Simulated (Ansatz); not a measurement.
```yaml
crystal:
  periodic: [false, false, false]
  atoms:
    - {symbol: In, position_ang: [0.199637, 2.040160, -0.188160]}
    - {symbol: I, position_ang: [2.070919, 3.618013, -1.289073]}
    - {symbol: I, position_ang: [-2.066543, 2.806043, 1.034500]}
    - {symbol: H, position_ang: [1.058173, 0.823359, 1.002238]}
    - {symbol: In, position_ang: [0.809752, -0.954933, 1.652550]}
    - {symbol: I, position_ang: [3.085090, -2.281180, 1.130800]}
    - {symbol: I, position_ang: [-0.496796, -0.809269, 3.990264]}
    - {symbol: H, position_ang: [-0.462839, -1.436594, 0.314918]}
    - {symbol: In, position_ang: [-0.955963, -1.072953, -1.492931]}
    - {symbol: I, position_ang: [0.689495, -2.484923, -3.078333]}
    - {symbol: I, position_ang: [-3.635101, -0.967382, -1.605251]}
    - {symbol: H, position_ang: [-0.295815, 0.719649, -1.471522]}
basis:
  gaussian: {orbitals: def2-mTZVPP}
hamiltonian: {xc: {name: BLYP}, dispersion: d3bj}
scf: {omitted_lower_state_checks: [starts]}
output: {forces: true}
```

```sh
$ ansatz run in.yaml --threads 2 --pin off --events-out ev --progress --plain --max-ram 32768MiB --backend cuda --devices 0, --max-vram 18GiB
```

It prints (some lines left out):

```
Functional definition: BLYP
3144 factors; their error is unknown
mean field evaluation 1: about -64154.9773 eV, gradient 3.2e1 eV
mean field evaluation 2: about -64153.2734 eV, gradient 4.4e1 eV
mean field evaluation 4: about -64157.4639 eV, gradient 3.5e0 eV
mean field evaluation 8: about -64157.5213 eV, gradient 1.7e-1 eV
mean field evaluation 16: about -64157.4923 eV, gradient 6.2e-4 eV
mean field -64157.49233706 eV, -2357.7443558766 hartree, gradient 5.0e-5 eV, S^2 0.000000; 0 other end points of the search recorded, 0 dependent functions left out
reference -64157.49284196 eV, -2357.7443744314 hartree; 108, 108 occupied and 231, 231 virtual orbitals, 3144 factors
Total energy: -64159.20915760 eV, -2357.8074478680 hartree
Atom 0 at     0.199637     2.040160    -0.188160 Å, force     0.045609    -0.050157    -0.021690 eV/Å
Atom 1 at     2.070919     3.618013    -1.289073 Å, force     0.131969     0.099996    -0.075985 eV/Å
Atom 2 at    -2.066543     2.806043     1.034500 Å, force    -0.158656     0.028157     0.085262 eV/Å
Atom 3 at     1.058173     0.823359     1.002238 Å, force    -0.029761    -0.018514    -0.032440 eV/Å
Atom 4 at     0.809752    -0.954933     1.652550 Å, force    -0.037845     0.038868    -0.055413 eV/Å
Atom 5 at     3.085090    -2.281180     1.130800 Å, force     0.148829    -0.091094    -0.048628 eV/Å
Atom 6 at    -0.496796    -0.809269     3.990264 Å, force    -0.097666     0.018980     0.155591 eV/Å
Atom 7 at    -0.462839    -1.436594     0.314918 Å, force     0.020406     0.025364    -0.015686 eV/Å
Atom 8 at    -0.955963    -1.072953    -1.492931 Å, force     0.027030     0.037685     0.054520 eV/Å
Atom 9 at     0.689495    -2.484923    -3.078333 Å, force     0.113107    -0.088114    -0.091573 eV/Å
Atom 10 at    -3.635101    -0.967382    -1.605251 Å, force    -0.168821     0.014234     0.003064 eV/Å
Atom 11 at    -0.295815     0.719649    -1.471522 Å, force     0.005799    -0.015404     0.042978 eV/Å
Dipole moment:     0.026206     0.009750    -0.013348 e Å
Checks for a lower state left out: starts
```

It took 4.4 s on 2 threads of AMD EPYC 7R13 on a shared host and a share (18 GiB) of an NVIDIA H100 80GB HBM3, peak host memory 0.95 GiB.

In the def2 sets I, In take a core potential; there is no spin–orbit coupling.
